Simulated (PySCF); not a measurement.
**Finite-field polarisability of Ag (silver, neutral)**

[Kr] 4d10 5s1, 2S determinant. Computed with PySCF 2.14 in aug-cc-pVDZ-PP with ECP28MDF (5s5p4d2f, 54 functions), with scalar relativity through the core potential. Frozen: 4s2 4p6. Energy changes in a uniform field (μhartree):

```json
{"axis": "x", "F (au)": "0.0016", "HF": "-105.489", "MP2": "-47.968", "CCSD": "-72.499", "CCSD(T)": "-69.359"}
{"axis": "x", "F (au)": "0.0032", "HF": "-422.134", "MP2": "-192.478", "CCSD": "-290.174", "CCSD(T)": "-277.630"}
```

Question: Derive α along x at CCSD(T) from the two fields.

Answer: With ΔE = −αF²/2 − γF⁴/24, α = −(16 ΔE(F) − ΔE(2F))/(6F²) = 54.17 bohr³.

Question: And the mean polarisability at each level?

Answer: HF 82.40, MP2 37.44, CCSD 56.63, CCSD(T) 54.17 bohr³. Reference: 55 ± 8 bohr³ (recommended; Schwerdtfeger and Nagle, table of static dipole polarizabilities (2023 update)).

A double-zeta set is small for polarisabilities.
